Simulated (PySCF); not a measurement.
# Electric field gradients and quadrupole coupling constants

Species: C₅H₈O₄Si.
Z-matrix (Å and degrees, GFN2-xTB geometry), rows numbered from 1:
```
C 
C   1  1.5028
O   2  1.2014  1  125.08
O   2  1.3245  1  112.48  3  -179.79
Si  4  1.6471  2  121.54  1   179.10
O   5  1.6126  4   96.17  2  -179.10
C   6  1.3675  5  130.04  4   179.55
C   7  1.5047  6  119.67  5    -9.69
C   7  1.3050  6  120.90  5   170.90
O   9  1.1689  7  175.64  6  -179.47
H   1  1.0875  2  109.34  3  -123.86
H   1  1.0855  2  110.16  3    -2.50
H   1  1.0878  2  108.94  3   118.31
H   5  1.4586  4  110.15  2   -61.66
H   5  1.4589  4  110.28  2    63.58
H   8  1.0884  7  109.57  6    58.69
H   8  1.0885  7  109.69  6   -60.32
H   8  1.0861  7  110.35  6   179.23
```

Field gradients from the PBE0/pcSseg-1 density (PySCF, non-relativistic), principal values in atomic units, ordered |Vxx| ≤ |Vyy| ≤ |Vzz|:

```json
{"atom": "O3", "Vxx": "0.6291", "Vyy": "0.9952", "Vzz": "-1.6243"}
{"atom": "O4", "Vxx": "-0.6121", "Vyy": "-0.7125", "Vzz": "1.3245"}
{"atom": "O6", "Vxx": "-0.5986", "Vyy": "-1.1939", "Vzz": "1.7924"}
{"atom": "O10", "Vxx": "0.3881", "Vyy": "1.0514", "Vzz": "-1.4394"}
```

Question: Find the asymmetry η = (Vxx − Vyy)/Vzz and the couplings χ = eQV/h (234.96 MHz × Q in barn × V in au), with Q(17O) = −0.0256 b.

Answer: 
| atom | environment | nucleus | η | χzz (MHz) | χxx (MHz) | χyy (MHz) |
| --- | --- | --- | --- | --- | --- | --- |
| O3 | carbonyl oxygen | 17O | 0.23 | 9.77 | -3.78 | -5.99 |
| O4 | oxygen singly bound to a carbonyl carbon | 17O | 0.08 | -7.97 | 3.68 | 4.29 |
| O6 | silyl ether oxygen | 17O | 0.33 | -10.78 | 3.60 | 7.18 |
| O10 | oxygen bonded to C | 17O | 0.46 | 8.66 | -2.33 | -6.32 |

Question: What is Vzz at O4 in SI units (1 au = 9.71736 × 10²¹ V/m²)?

Answer: 1.3245 au = 12.871 × 10²¹ V/m².

Were the hydrogens deuterons (Q(2H) = 0.00286 b), χzz would run from 107 kHz (H15 and H14) to 211 kHz (H18 and H12).

One conformer (not necessarily the lowest) at the GFN2-xTB geometry, without solvent, vibrations or thermal averaging. GFN2-xTB bond lengths can be off by several hundredths of an ångström, more for odd bonds, and the gradients follow them. The basis is small and wasn't made for field gradients, so the couplings can be 20 % off.

These values come from a run that also computed NMR shieldings. The run took 88 s wall on Arm Neoverse N1, one thread, shared host with 64 logical CPUs at a one-minute load of 60, and the process peaked at 0.96 GiB of memory.
